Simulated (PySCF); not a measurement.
# Computed records: CH₅BGeO

Computed with PySCF 2.14.0. Calculation on a computer-drawn molecule: the log of a Hartree-Fock and frozen-core CCSD(T) single point meant for a local Hartree-Fock minimum, with one planted fault or none, to be diagnosed. Offsets are logged minus clean, where the clean run is the same molecule without the fault. The reference is restricted for singlets and unrestricted otherwise, and also for a bond in bohr or an excited solution. Adding or removing an electron swaps singlet and doublet. The excited solution moves the top pair (singlet) or top alpha electron (doublet) to the lowest empty orbital. Highest occupied and lowest empty are orbital energies over both spins, largest force is the largest gradient component, triples share is (T) over the correlation energy, the T1 limit is 0.02 restricted and 0.045 unrestricted, electrons count all cores, a negative frequency is imaginary (commonest isotopes), and the dipole is about the centre of nuclear charge; on germanium a core potential holds 10 electrons, which the energies leave out, and 3d is frozen in MP2 and coupled-cluster steps.

CH₅BGeO

Logged structure:
```xyz
9
CH5BGeO
O     -2.0868    -1.3392    -2.6340
B     -1.4587    -2.0692    -1.7439
C     -0.7623    -2.8174    -0.8085
Ge     0.8195    -2.1386     0.0598
H     -2.7675    -0.7764    -2.2886
H     -1.0950    -3.8180    -0.5533
H      1.1048    -0.7129    -0.4399
H      2.0508    -3.0095    -0.2322
H      0.6450    -2.0841     1.5864
```

- meant charge: 0
- meant multiplicity: 1
- meant basis: cc-pVDZ
- meant basis and core potential on germanium: cc-pVDZ-PP ECP10MDF
- logged electrons: 55
- logged basis functions: 90
- logged SCF converged: yes
- logged spin squared: 0.7574
- logged highest occupied: -16.733 eV
- logged lowest empty: -5.9177 eV
- logged largest force: 0.084497 hartree/bohr
- logged T1 diagnostic: 0.019811
- logged D1 diagnostic: 0.091148
- logged triples share: 0.027565
- logged CC converged: yes
- logged dipole magnitude: 6.0806 debye
- logged SCF stable within its kind: yes
- logged energy HF: -433.44172 hartree
- logged energy CCSD(T): -433.95313 hartree
- possible faults: no fault, one electron removed, one electron added, multiplicity raised by two, geometry at a saddle point, SCF held on an excited solution, minimal basis STO-3G, one bond length entered in bohr, all coordinates scaled
- planted fault: withheld

Drawn bonds:
```
atom  other atom  order
   1           2      1
   2           3      2
   3           4      1
   1           5      1
   3           6      1
   4           7      1
   4           8      1
   4           9      1
```

## Withheld values
1. Give the missing planted fault for CH₅BGeO.

Calculated values
1. one electron removed

Further results for CH₅BGeO:

* HF energy offset from clean run: 165.3 kcal/mol
* CCSD(T) energy offset from clean run: 190 kcal/mol
